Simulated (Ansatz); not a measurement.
Species: H$_{2}$FSi, SMILES `F[SiH2]` (charge 0, multiplicity 2).

Problem. Give a relaxed geometry from B3LYP-D3(BJ)/def2-TZVP run with Ansatz (a program for electronic structure).

Solution. the end point of this relaxation (outside a Z-matrix the atoms follow the SMILES, hydrogens last).
Z-matrix (Å, degrees):
```
Si
F 1 1.6108
H 1 1.4871 2 107.71
H 1 1.4871 3 111.30 2 117.86
```
